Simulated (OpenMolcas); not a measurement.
Ag⁵⁺: from CASSCF to CASPT2

```
Program             : OpenMolcas
Basis               : ANO-R2 [7s5p4d2f1g]
Scalar Hamiltonian  : X2C, finite nucleus
Active space        : 6 electrons in 5 orbitals (4d)
State averaging     : 2S+1 = 5 even, 5 roots; 2S+1 = 3 even, 45 roots; 2S+1 = 1 even, 50 roots
Spin-orbit coupling : RASSI with atomic mean-field integrals over the reference wave functions, term energies averaged over their components
```

Methods on the same reference wave functions:
A. CASSCF
B. SS-CASPT2, IPEA 0.25 Eh, imaginary shift 0.1 Eh (closed shells correlated: 4s 4p)
C. MS-CASPT2, IPEA 0.25 Eh, imaginary shift 0.1 Eh (closed shells correlated: 4s 4p)

Energies in eV above 4d⁶ ⁵D₄, the measured ground level; measured values from the list in Gamrath, thesis, University of Mons (2023).

```tsv
Level	A	B	C	Measured
4d⁶ ⁵D₄	0.0000	0.0000	0.0000	0.0000
4d⁶ ⁵D₃	0.3131	0.318	0.317	0.3338
4d⁶ ⁵D₂	0.4813	0.474	0.475	0.4901
4d⁶ ⁵D₁	0.5974	0.591	0.592	0.6126
4d⁶ ⁵D₀	0.6516	0.644	0.645	0.6670
4d⁶ ³H₆	3.0211	2.798	2.798	2.6672
4d⁶ ³H₅ [73 %]	3.0930	2.833	2.833	2.7043
4d⁶ ³P₂(1)	3.1593	2.700	2.698	2.6088
4d⁶ ³F₃(1) [74 %]	3.5323	3.146	3.146	3.0303
4d⁶ ³F₂(1)	3.6691	3.267	3.260	3.1376
4d⁶ ³G₅ [73 %]	3.9268	3.574	3.573	3.4664
4d⁶ ³P₁(1)	4.0304	3.568	3.555	3.5003
4d⁶ ³P₀(1) [75 %]	4.1303	3.660	3.657	
4d⁶ ³G₄	4.1784	3.789	3.787	3.6773
4d⁶ ³G₃ [75 %]	4.2654	3.868	3.865	3.7643
4d⁶ ¹I₆	4.7292	4.425	4.425	4.2396
4d⁶ ³D₂	4.8210	4.176	4.179	4.0481
4d⁶ ³D₁	4.8942	4.266	4.269	4.1607
4d⁶ ³D₃	4.9188	4.277	4.275	4.1546
4d⁶ ¹G₄(1)	5.1876	4.813	4.810	4.6471
4d⁶ ¹S₀(1) [67 %]	5.9387	5.342	5.310	
4d⁶ ¹D₂(1)	6.0971	5.335	5.332	5.1295
4d⁶ ¹F₃	6.6597	5.755	5.755	5.5451
4d⁶ ³P₀(2)	7.4933	6.456	6.487
```

Deviations, from unrounded energies. A percentage is the sum of absolute deviations over the sum of measured energies, with the sign that they share, or ± where signs differ.

```tsv
Against measurement	Levels	A	B	C
mean absolute deviation (cm-1)	20	3900	880	870
fine structure of the ground term (%)	4	-2.9	-3.7	-3.5
other terms of the ground configuration (%)	16	+16.0	+3.5	+3.4
```

B, C lie about equally close to measurement and A furthest from it. The largest miss of C in the table is 4d⁶ ¹F₃, by +1700 cm-1. The ranking rests on the paired levels alone, and a cruder setting can come out closer through cancelling errors.

Between B and C the level of the table that moves most is 4d⁶ ³P₀(2), by 250 cm-1 (lowest in B, highest in C). Moves below CASPT2's spread within the term are not significant.

The mean deviations of B to C differ by less than CASPT2's widest spread within a term (1200 cm-1), so their order carries little weight.

From A to B the spin-free energies of the other terms of 4d⁶ shown, above ⁵D, scale by factors of 0.85 to 0.93, as is usual when dynamic correlation screens the repulsion within a d or f shell.

The lowest spin-free term lies below A's lowest term by 0.410 hartree in B, 0.410 hartree in C.

CASPT2 breaks the degeneracy within a term, and the mean is taken; among the terms shown or strongly mixed into the levels shown the widest spread is 1200 cm-1 (4d⁶ ¹I, C). Without dynamic correlation excited terms often stand tens of per cent too high (terms of higher spin than the ground term too low), and those without a measured partner can miss by more than the paired ones (holds for A). Some levels mix across a computed gap that differs much from the measured one, so their mixing is not that of the real levels (holds for A). The CASPT2 spread within a term exceeds the gap to the next term for 4d⁶ ³D and 4d⁶ ¹I, so the order of their levels is uncertain (holds for C). Computed and measured levels are paired by configuration, term and J; levels that our copy of the source lacks, or whose pairing is in doubt (as where it misses far off the trend of its configuration), stay unpaired and out of the deviations. Levels of configurations outside the active space are missing. Levels that lie high or do not pair safely by name in every column are left out.

A share in square brackets marks a mixed level and gives the weight of the term that names it, the lowest over the columns. A number in round brackets counts repeated terms of one configuration in the order of the reference energies.
